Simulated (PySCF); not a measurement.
# Two-component Hartree-Fock for B⁺ (boron, charge +1)

Start: [He] 2s2. Calculated with PySCF 2.14 in x2c-TZVPall-2c with one added diffuse shell each of s, p, d type (6s4p3d1f, 40 functions): generalised Hartree-Fock with the X2C-1e Hamiltonian and a Gaussian nucleus; one run each with spin-orbit coupling (SO) switched off, then screened by Boettger's factors.

```
spinor shell  electrons  ε, spin-free (eV)  ε, screened SO (eV)  weight of nominal j (screened SO)  rms radius, screened SO (bohr)
       1s1/2          2            -222.81              -222.81                              1.000                           0.378
       2s1/2          2            -23.781              -23.781                              1.000                            1.96
```

```
   quantity  spin-free  screened SO
E (hartree)  -24.24366    -24.24366
        M_J          0            0
       ⟨J²⟩      0.000        0.000
       ⟨L²⟩      0.000        0.000
       ⟨S²⟩      0.000        0.000
```

Without spin-orbit coupling the j labels of p, d and f shells carry no meaning; the spin-free column gives the mean over the occupied spinors of each nl shell.
